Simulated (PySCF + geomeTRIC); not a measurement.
Level of theory: PySCF + geomeTRIC with BP86-D3(BJ)/def2-SVP. fastk is a local helper that only speeds up exchange builds. No frequencies were computed at this level.

```python
import json, numpy as np
from pyscf import gto, dft
from fastk import lowrank_exchange
atoms = """
Mo    -0.172709    -0.003639     0.128244
N      0.367873    -1.629450     1.070135
H     -0.254054    -2.275837     1.551075
H      1.313761    -1.928132     1.294039
N      0.173837     0.914294     1.802633
H      0.202300     1.910986     2.014642
H      0.449710     0.438403     2.658436
N     -1.932708    -0.818718     0.243102
H     -2.718283    -0.305263     0.634952
H     -2.271754    -1.733715    -0.037595
N     -0.375825     1.839637    -0.443172
H     -0.255439     2.707180     0.078336
H     -0.554325     2.115053    -1.406338
N     -0.351770    -0.456897    -1.764886
H     -1.212322    -0.723361    -2.237374
H      0.349519    -0.351794    -2.493502
C      1.962306    -0.088488    -0.443772
H      2.215822     0.704080    -1.154414
H      2.275296    -1.026995    -0.905916
H      2.612212     0.059511     0.424147
"""
def scf(charge, spin, dm0=None):
    mol = gto.M(atom=atoms, basis='def2-svp', ecp={'Mo': 'def2-svp'}, charge=charge, spin=spin, verbose=3, max_memory=3360)
    mf = dft.KS(mol, xc='bp86').density_fit(auxbasis="def2-universal-jkfit")
    mf.disp = 'd3bj'
    mf.grids.level = 3
    mf.conv_tol = 1e-8
    mf.max_cycle = 120
    mf.level_shift = 0.25
    mf.kernel(dm0)
    if not mf.converged:
        mf = mf.newton().run(mf.mo_coeff, mf.mo_occ).undo_soscf()
    return mf
mf = scf(0, 0)
from pyscf.geomopt.geometric_solver import kernel as optimize
path = []
done, mol = optimize(mf, maxsteps=120, assert_convergence=False, callback=lambda env: path.append((env["energy"], bool(env["g_scanner"].converged))))
res = dict(converged=bool(done and path[-1][1]), energy=path[-1][0], path=[e for e, c in path], xyz=mol.atom_coords(unit="Angstrom").tolist(), nao=mol.nao)
json.dump(res, open("result.json", "w"))
```

Output:

```
converged SCF energy = -387.838818939951
Geometry optimization cycle 1
converged SCF energy = -387.838818929262
cycle 1: E = -387.838818929  dE = -387.839  norm(grad) = 0.0668999
Geometry optimization cycle 2
converged SCF energy = -387.847500004826
cycle 2: E = -387.847500005  dE = -0.00868108  norm(grad) = 0.0221841
Geometry optimization cycle 3
converged SCF energy = -387.84959261367
cycle 3: E = -387.849592614  dE = -0.00209261  norm(grad) = 0.0120158
Geometry optimization cycle 4
converged SCF energy = -387.849843919127
cycle 4: E = -387.849843919  dE = -0.000251305  norm(grad) = 0.0154337
Geometry optimization cycle 5
converged SCF energy = -387.850614673862
cycle 5: E = -387.850614674  dE = -0.000770755  norm(grad) = 0.00574578
Geometry optimization cycle 6
converged SCF energy = -387.850481646752
cycle 6: E = -387.850481647  dE = 0.000133027  norm(grad) = 0.00705866
Geometry optimization cycle 7
converged SCF energy = -387.850778084166
cycle 7: E = -387.850778084  dE = -0.000296437  norm(grad) = 0.00420916
Geometry optimization cycle 8
converged SCF energy = -387.850898167742
cycle 8: E = -387.850898168  dE = -0.000120084  norm(grad) = 0.00346674
Geometry optimization cycle 9
converged SCF energy = -387.851005705209
cycle 9: E = -387.851005705  dE = -0.000107537  norm(grad) = 0.00366182
Geometry optimization cycle 10
converged SCF energy = -387.851103256553
cycle 10: E = -387.851103257  dE = -9.75513e-05  norm(grad) = 0.00248993
Geometry optimization cycle 11
converged SCF energy = -387.851160301801
cycle 11: E = -387.851160302  dE = -5.70452e-05  norm(grad) = 0.00147985
Geometry optimization cycle 12
converged SCF energy = -387.85117940742
cycle 12: E = -387.851179407  dE = -1.91056e-05  norm(grad) = 0.00113486
Geometry optimization cycle 13
converged SCF energy = -387.851189099541
cycle 13: E = -387.8511891  dE = -9.69212e-06  norm(grad) = 0.000884594
Geometry optimization cycle 14
converged SCF energy = -387.851195314192
cycle 14: E = -387.851195314  dE = -6.21465e-06  norm(grad) = 0.00059197
Geometry optimization cycle 15
converged SCF energy = -387.851198488253
cycle 15: E = -387.851198488  dE = -3.17406e-06  norm(grad) = 0.000468414
Geometry optimization cycle 16
converged SCF energy = -387.851200349302
cycle 16: E = -387.851200349  dE = -1.86105e-06  norm(grad) = 0.000426418
Geometry optimization cycle 17
converged SCF energy = -387.851201272784
cycle 17: E = -387.851201273  dE = -9.23481e-07  norm(grad) = 0.000295086
Geometry optimization cycle 18
converged SCF energy = -387.851201499026
cycle 18: E = -387.851201499  dE = -2.26242e-07  norm(grad) = 0.000187297
Geometry optimization cycle 19
converged SCF energy = -387.851201443197
cycle 19: E = -387.851201443  dE = 5.58292e-08  norm(grad) = 0.000217852
Geometry optimization cycle 20
converged SCF energy = -387.851201696185
cycle 20: E = -387.851201696  dE = -2.52988e-07  norm(grad) = 0.000208372
<class 'geometric.internal.Distance'> : 19
<class 'geometric.internal.Angle'> : 20
<class 'geometric.internal.LinearAngle'> : 4
<class 'geometric.internal.OutOfPlane'> : 17
<class 'geometric.internal.Dihedral'> : 65
<class 'geometric.internal.TranslationX'> : 1
<class 'geometric.internal.TranslationY'> : 1
<class 'geometric.internal.TranslationZ'> : 1
<class 'geometric.internal.RotationA'> : 1
<class 'geometric.internal.RotationB'> : 1
<class 'geometric.internal.RotationC'> : 1
Step    0 : Gradient = 1.496e-02/2.697e-02 (rms/max) Energy = -387.8388189293
Step    1 : Displace = 9.524e-02/1.403e-01 (rms/max) Trust = 1.000e-01 (=) Grad = 4.961e-03/9.174e-03 (rms/max) E (change) = -387.8475000048 (-8.681e-03) Quality = 0.568
Step    2 : Displace = 7.884e-02/1.474e-01 (rms/max) Trust = 1.000e-01 (=) Grad = 2.687e-03/5.912e-03 (rms/max) E (change) = -387.8495926137 (-2.093e-03) Quality = 0.819
Step    3 : Displace = 5.933e-02/1.166e-01 (rms/max) Trust = 1.414e-01 (+) Grad = 3.451e-03/8.559e-03 (rms/max) E (change) = -387.8498439191 (-2.513e-04) Quality = 0.181
Step    4 : Displace = 2.954e-02/5.233e-02 (rms/max) Trust = 2.966e-02 (-) Grad = 1.285e-03/2.738e-03 (rms/max) E (change) = -387.8506146739 (-7.708e-04) Quality = 0.871
Step    5 : Displace = 3.330e-02/5.498e-02 (rms/max) Trust = 4.195e-02 (+) Grad = 1.578e-03/3.390e-03 (rms/max) E (change) = -387.8504816468 (+1.330e-04) Quality = -0.522
Step    6 : Displace = 1.712e-02/2.691e-02 (rms/max) Trust = 1.665e-02 (-) Grad = 9.412e-04/2.179e-03 (rms/max) E (change) = -387.8507780842 (-2.964e-04) Quality = 1.040
Step    7 : Displace = 1.382e-02/2.548e-02 (rms/max) Trust = 2.354e-02 (+) Grad = 7.752e-04/1.908e-03 (rms/max) E (change) = -387.8508981677 (-1.201e-04) Quality = 1.358
Step    8 : Displace = 2.130e-02/4.638e-02 (rms/max) Trust = 3.330e-02 (+) Grad = 8.188e-04/2.046e-03 (rms/max) E (change) = -387.8510057052 (-1.075e-04) Quality = 1.100
Step    9 : Displace = 1.552e-02/3.512e-02 (rms/max) Trust = 4.709e-02 (+) Grad = 5.568e-04/1.199e-03 (rms/max) E (change) = -387.8511032566 (-9.755e-05) Quality = 1.301
Step   10 : Displace = 8.485e-03/2.152e-02 (rms/max) Trust = 6.659e-02 (+) Grad = 3.309e-04/6.607e-04 (rms/max) E (change) = -387.8511603018 (-5.705e-05) Quality = 1.271
Step   11 : Displace = 5.424e-03/9.617e-03 (rms/max) Trust = 9.418e-02 (+) Grad = 2.538e-04/5.452e-04 (rms/max) E (change) = -387.8511794074 (-1.911e-05) Quality = 1.318
Step   12 : Displace = 4.176e-03/7.969e-03 (rms/max) Trust = 1.332e-01 (+) Grad = 1.978e-04/3.635e-04 (rms/max) E (change) = -387.8511890995 (-9.692e-06) Quality = 1.387
Step   13 : Displace = 3.419e-03/6.955e-03 (rms/max) Trust = 1.884e-01 (+) Grad = 1.324e-04/2.790e-04 (rms/max) E (change) = -387.8511953142 (-6.215e-06) Quality = 1.261
Step   14 : Displace = 2.485e-03/5.103e-03 (rms/max) Trust = 2.664e-01 (+) Grad = 1.047e-04/2.239e-04 (rms/max) E (change) = -387.8511984883 (-3.174e-06) Quality = 1.206
Step   15 : Displace = 2.485e-03/4.349e-03 (rms/max) Trust = 3.000e-01 (+) Grad = 9.535e-05/2.699e-04 (rms/max) E (change) = -387.8512003493 (-1.861e-06) Quality = 1.051
Step   16 : Displace = 1.967e-03/4.196e-03 (rms/max) Trust = 3.000e-01 (=) Grad = 6.598e-05/1.873e-04 (rms/max) E (change) = -387.8512012728 (-9.235e-07) Quality = 0.843
Step   17 : Displace = 1.261e-03/3.281e-03 (rms/max) Trust = 3.000e-01 (=) Grad = 4.188e-05/8.394e-05 (rms/max) E (change) = -387.8512014990 (-2.262e-07) Quality = 0.357
Step   18 : Displace = 9.092e-04/2.656e-03 (rms/max) Trust = 3.000e-01 (=) Grad = 4.871e-05/9.618e-05 (rms/max) E (change) = -387.8512014432 (+5.583e-08) Quality = -0.117
Step   19 : Displace = 4.795e-04/7.902e-04 (rms/max) Trust = 4.546e-04 (-) Grad = 4.659e-05/1.024e-04 (rms/max) E (change) = -387.8512016962 (-2.530e-07) Quality = 0.557
Converged! =D
```

Cost: roughly 16 core-minutes.
